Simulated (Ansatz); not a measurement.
Basis-set extrapolation for H₈N₂OSi₂ (`N[Si](N)(O)[SiH3]`) (PBE0-D4/def2-TZVP geometry, frozen core, Ansatz). Multiplicity 1, RHF reference.

|  | def2-TZVPP | def2-QZVPP |
| --- | --- | --- |
| HF | -766.515758 | -766.543757 |
| MP2 correlation | -0.919585 | -0.989862 |
| CCSD(T) correlation | -1.002223 | not run |

Energies in hartree. Use E(X) = E(∞) + A·exp(−7.88·√X) for Hartree–Fock and E(X) = E(∞) + B·X^(−2.97) for correlation, with X = 3 and 4, and add CCSD(T) minus MP2 of the smaller set to the MP2 limit.

What is the CCSD(T) energy at the basis-set limit?

HF limit: -766.543757 + (-0.027999) × 0.13774 = -766.54761. MP2 limit: -0.989862 + (-0.070277) × 0.74074 = -1.04192. Higher-order term: -1.002223 − (-0.919585) = -0.08264. Total: -767.67217 hartree, 4.20 eV below CCSD(T)/def2-TZVPP.
